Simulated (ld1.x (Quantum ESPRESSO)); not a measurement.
## What one change does to a pseudopotential (tellurium (Te), TM)

ld1.x (Quantum ESPRESSO) 7.5 input, shortened:

```
&input
   title='Te', zed=52., rel=1, dft='PZ', iswitch=3,
   config='[Kr] 4d10 5s2 5p4'
 /
 &inputp
   pseudotype=2, tm=.true., lloc=1,
   nlcc=.true.
 /
3
5S  1  0   2.00   0.00  1.95  1.95  0.0
4D  3  2  10.00   0.00  1.35  1.35  0.0
5P  2  1   4.00   0.00  1.60  1.60  0.0
 &test
   configts(1)='4d10 5s2 5p4'
 /
```

Change: wave 5p (bound): rc 1.60 bohr becomes 5p (bound): rc 1.96 bohr.

Cutoffs: the cutoffs (Ry, on a coarse ladder) from which the occupation-weighted sum of valence levels, in a spherical-Bessel basis at the reference potential, stays within 10 and 1 mRy of its value at 400 Ry; they do not see the model core or the augmentation charge, which bear on the density cutoff. Errors are all-electron minus pseudo energies relative to the spin-unpolarised reference configuration.

Q: What does the change do?

A: The potential gets neither clearly harder nor softer (110 Ry and 180 Ry → 110 Ry and 180 Ry); the bound ghost in s disappears; of the 9 tests that both files solve, the error grows in 6 and shrinks in 2 by more than 15 % and 0.3 meV (median size 2.7 → 5.6 meV); the range in which the s phases agree narrows (upper end at the end of the scan → 1.3); the range in which the p phases agree widens (upper end 1.6 → 4.4).

| quantity | base | changed |
| --- | --- | --- |
| cutoff, loose | 110 Ry | 110 Ry |
| cutoff, tight | 180 Ry | 180 Ry |
| loose cutoff by channel (10 mRy a level) | s 21 Ry, d 90 Ry, p 35 Ry | s 21 Ry, d 90 Ry, p 12 Ry |
| bound ghosts | s | none |
| error for 4d10 5s2 5p3, meV [ΔE 9.92 eV] | +1.6 | -0.1 |
| error for 4d10 5s2 5p2, meV [ΔE 28.09 eV] | +9.9 | +5.6 |
| error for 4d10 5s2 5p1, meV [ΔE 55.32 eV] | +15 | +20 |
| error for 4d9 5s2 5p5, meV [ΔE 38.15 eV] | -237 | -456 |
| error for 4d10 5s2 5p3.5, meV [ΔE 3.98 eV] | -0.1 | -0.5 |
| error for 4d10 5s0 5p6, meV [ΔE 18.92 eV] | +2.7 | -9.2 |
| error for 4d10 5s2 5p4.3, meV [ΔE -1.52 eV] | +0.6 | +0.5 |
| error for 4d10 5s2 5p4 (spin-polarised), meV [ΔE -0.48 eV] | +0.3 | +4.6 |
| error for 4d10 5s2 5p3 (spin-polarised), meV [ΔE 8.60 eV] | -2.8 | +12 |
| s: phases at 2.15 bohr within 0.05 rad from the reference energy up to (Ry; the scan ends near 5) | to the end of the scan | 1.3 |
| p: phases at 2.15 bohr within 0.05 rad from the reference energy up to (Ry; the scan ends near 5) | 1.6 | 4.4 |
| d: phases at 2.15 bohr within 0.05 rad from the reference energy up to (Ry; the scan ends near 5) | -0.3 | -0.5 |

 A true bound ghost makes a file unfit for plane-wave use even where its test errors are small: the radial tests pick states by their node count and pass the ghost by.
